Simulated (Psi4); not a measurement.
Noncovalent pair: CH2O (SMILES C=O) (first 4 atoms) with CH5N (SMILES CN); geometry from B3LYP-D3(BJ)/def2-TZVP, rigid monomers moved along the line of their centres of mass till C1···N6 is 3.74 Å.
(charge 0, multiplicity 1):
```xyz
11

C      0.086     0.291     0.743
O     -0.328    -0.831     0.608
H      1.146     0.507     0.967
H     -0.556     1.178     0.601
C      0.286    -0.373     4.941
N     -0.207     0.904     4.423
H      1.376    -0.347     4.977
H      0.000    -1.169     4.253
H     -0.082    -0.628     5.942
H      0.111     1.679     4.993
H     -1.219     0.925     4.424
```

Computed with SAPT0/jun-cc-pV(D+d)Z (Psi4 1.11).

Give the four SAPT terms and the total, and say what mostly holds the pair together.

electrostatics -1.97, exchange 0.37, induction -0.20, dispersion -0.50, total -2.30 kcal/mol; the largest attraction is electrostatics.
